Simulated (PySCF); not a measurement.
Molecule: `CCCB(C)C`, C5H13B.

Numbering as in the mapped SMILES `[CH3:1][CH2:2][CH2:3][B:4]([CH3:5])[CH3:6]`. Each H is labelled by its parent atom.

Geometry PBE0-D3(BJ)/def2-SVP throughout; GIAO in PySCF, gas phase, one conformer, non-relativistic; equivalent atoms averaged; functional PBE0.

Question: How do the shifts δ (against TMS, BF3·OEt2 at the same level) depend on the basis set? (ppm; last column core-seconds on shared hosts with different chips, so compare them loosely)

Answer: 
```csv
basis set,functions,C3,C2,C1,C5/C6,B4,H(C5)/H(C6),H(C3),H(C2),H(C1),core-s
STO-3G,43,27.2,24.7,21.2,16.3,89.9,1.14,1.07,0.97,0.79,4.1
6-31G,80,35.0,20.1,19.2,16.4,77.3,1.14,1.44,1.71,1.15,7.9
pcSseg-0,80,37.5,19.7,20.8,19.2,89.3,1.11,1.13,1.38,1.16,7.3
6-31G*,110,32.9,19.8,18.6,14.5,78.6,0.90,1.26,1.65,1.02,11
def2-SVP,149,33.9,19.4,18.5,14.0,82.8,0.86,1.02,1.32,0.87,15
cc-pVDZ,149,36.0,22.1,19.8,14.8,83.4,0.86,1.10,1.43,0.93,17
pcSseg-1,167,36.5,20.7,19.6,14.9,87.8,0.90,1.01,1.35,1.01,16
"6-311+G(2d,p)",240,36.5,20.8,18.6,13.9,84.9,0.81,1.11,1.48,0.95,31
aug-cc-pVDZ,255,35.4,21.8,18.5,13.2,82.5,0.90,1.20,1.54,1.03,38
def2-TZVP,264,37.0,21.7,19.4,13.9,86.0,0.82,1.12,1.50,0.96,36
```

Question: Which nucleus moves most, in ppm?

Answer: B4 (boron bonded to 3 C): from 77.3 ppm with 6-31G to 89.9 ppm with STO-3G. The smallest spread is 0.34 ppm, at H(C5)/H(C6). Proton shifts span only some 12 ppm, so a few tenths of a ppm matter as much there as several ppm in carbon.

Question: Taking the largest basis, def2-TZVP (264 functions), as the yardstick, rank the others by their worst heavy-atom deviation.

Answer: 6-311+G(2d,p) 1.1 ppm (240 functions), pcSseg-1 1.8 ppm (167 functions), cc-pVDZ 2.7 ppm (149 functions), def2-SVP 3.2 ppm (149 functions), aug-cc-pVDZ 3.6 ppm (255 functions), pcSseg-0 5.3 ppm (80 functions), 6-31G* 7.5 ppm (110 functions), 6-31G 8.7 ppm (80 functions), STO-3G 9.8 ppm (43 functions).

A small basis that lands close on one nucleus may do so by chance; judge by the trend and by all nuclei.
